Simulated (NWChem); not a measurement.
**Cl₂Pb**

```xyz
3

Pb     0.0000     0.0000    -0.4658
Cl     1.9363     0.0000     1.1233
Cl    -1.9363     0.0000     1.1233
```
Charge 0, spin multiplicity 1.

The numbers come from NWChem runs, not from measurements. Structure: optimised with B3LYP/def2-SVP with def2 effective core potentials on Pb, a minimum by its harmonic frequencies.

Effective core potentials replace the inner electrons of Pb; spin-orbit coupling is left out. The correlated methods keep 14 core orbitals frozen. The structure started from a generated list of species.

Worked example. A B2PLYP run in def2-SVP ends its self-consistent part (53 % exact exchange, 47 % B88, 73 % LYP) at -1112.35883 Ha, and second-order perturbation theory on those orbitals gives -0.42826 Ha unscaled.

The perturbative term enters with the weight 0.27: -1112.35883 + 0.27·(-0.42826) = -1112.47446 Ha is the total energy.
